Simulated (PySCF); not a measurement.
C5H5ClO.
Cartesian coordinates in Å at the GFN2-xTB level; atoms count from 1:
```
atom  x, y, z in Å
C1    -1.9192    0.3040    0.0928
C2    -0.4543    0.0694    0.0194
C3     0.3057   -1.0358    0.2554
C4     1.6562   -0.6618    0.0272
C5     1.6068    0.6483   -0.3322
Cl6    2.8422    1.7422   -0.7498
O7     0.3425    1.1064   -0.3426
H8    -2.1415    1.0903    0.8127
H9    -2.4212   -0.6098    0.3943
H10   -2.3023    0.6212   -0.8760
H11   -0.0428   -2.0024    0.5558
H12    2.5292   -1.2727    0.1170
```

Vertical excitations from PySCF (density fitting, frozen core in the response, grid level 2 and gas phase unless stated; continuum runs use non-equilibrium linear response for the excitations) on a GFN2-xTB geometry. Reference run:

```json
{"settings": "PBE0/def2-SVPD, full TDDFT, 6 singlets", "S1, eV (f)": "5.81 (0.299)", "S2, eV (f)": "5.94 (0.000)", "S3, eV (f)": "5.99 (0.000)", "S4, eV (f)": "6.63 (0.001)", "S5, eV (f)": "6.67 (0.015)", "S6, eV (f)": "7.06 (0.000)", "T1, eV (Tamm–Dancoff)": "3.77", "mean α (au)": "74.6"}
```

What do these settings give: CAM-B3LYP/def2-SVPD, fitting basis def2-qzvpp-jkfit, energy threshold 1e-08 Eh, full TDDFT, 3 singlets?

```
                                                                                              settings    S1, eV (f)    S2, eV (f)    S3, eV (f)  S4, eV (f)  S5, eV (f)  S6, eV (f)  T1, eV (Tamm–Dancoff)  mean α (au)
CAM-B3LYP/def2-SVPD, fitting basis def2-qzvpp-jkfit, energy threshold 1e-08 Eh, full TDDFT, 3 singlets  5.85 (0.289)  6.12 (0.001)  6.23 (0.000)           –           –           –                      –         74.2
```

S1 moves by +0.04 eV (CAM-B3LYP has range-separated exact exchange, PBE0 25 % exact exchange). States are counted by energy in each run and needn't keep their character from row to row.

Which orbital pairs make up S1 in each run, and how does it sit against the orbital gap?

| settings | S1 configurations (weight) | S1 (eV) | orbital gap (eV) | S1 − gap (eV) |
| --- | --- | --- | --- | --- |
| PBE0/def2-SVPD, full TDDFT, 6 singlets | H→L 0.98 | 5.81 | 6.39 | -0.58 |
| CAM-B3LYP/def2-SVPD, fitting basis def2-qzvpp-jkfit, energy threshold 1e-08 Eh, full TDDFT, 3 singlets | H→L 0.97 | 5.85 | 8.74 | -2.89 |

